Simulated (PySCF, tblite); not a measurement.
Isomers of C3H7F2Si (doublet state), one GFN2-xTB conformer each. Single-point energies are computed at B3LYP/pcH-1 (PySCF, gas phase, no added dispersion term), electronic only. GFN2-xTB treats the open shell by occupation alone, and not every SCF solution was tested for stability.

```
               SMILES  GFN2-xTB relative energy (kcal/mol)
      FC[C](F)C[SiH3]                                 45.2
      C[C](F)C[SiH2]F                                  2.1
     C[C@H](F)C[SiH]F                                  0.0
[CH2][C@H](F)C[SiH2]F                                 13.8
```

Conformers: `[F:1][CH2:2][C:3]([F:4])[CH2:5][SiH3:6]` (doublet state) with F1–C2–C3–F4 93°, C2–C3–C5–Si6 79°; `[CH3:1][C:2]([F:3])[CH2:4][SiH2:5][F:6]` (doublet state) with C1–C2–C4–Si5 -76°, C2–C4–Si5–F6 61°; `[CH3:1][C@H:2]([F:3])[CH2:4][SiH:5][F:6]` (doublet state) with C1–C2–C4–Si5 -75°, C2–C4–Si5–F6 63°; `[CH2:1][C@H:2]([F:3])[CH2:4][SiH2:5][F:6]` (doublet state) with H–C1–C2–F3 6° and -173°, C1–C2–C4–Si5 63°, C2–C4–Si5–F6 180°.

**Question.** What does B3LYP/pcH-1 give for the same structures?

**Answer.** 
| SMILES | B3LYP/pcH-1 E (Eh) | B3LYP/pcH-1 (kcal/mol) | GFN2-xTB (kcal/mol) | point group |
| --- | --- | --- | --- | --- |
| C[C@H](F)C[SiH]F | -607.75671 | 0.0 | 0.0 | C1 |
| C[C](F)C[SiH2]F | -607.75130 | 3.4 | 2.1 | C1 |
| [CH2][C@H](F)C[SiH2]F | -607.73649 | 12.7 | 13.8 | C1 |
| FC[C](F)C[SiH3] | -607.67538 | 51.0 | 45.2 | C1 |

Both levels put the same isomer lowest; measured from each level's own lowest isomer, the values differ by up to 5.8 kcal/mol (FC[C](F)C[SiH3]: 45.2 against 51.0). As drawn, the lowest has an Si–F bond, which the highest lacks. Neighbours under 5.0 kcal/mol apart (C[C@H](F)C[SiH]F and C[C](F)C[SiH2]F) can change places with a better method, another conformer or zero-point energy.

**Question.** What happens when harmonic zero-point energies from GFN2-xTB frequencies are added?

**Answer.** 
```
               SMILES  ZPE (kcal/mol)  electronic (kcal/mol)  with ZPE (kcal/mol)
     C[C@H](F)C[SiH]F            59.6                    0.0                  0.0
      C[C](F)C[SiH2]F            56.2                    3.4                  0.0
[CH2][C@H](F)C[SiH2]F            55.2                   12.7                  8.3
      FC[C](F)C[SiH3]            54.5                   51.0                 46.0
```

The zero-point energies span 5.1 kcal/mol. The order is unchanged.
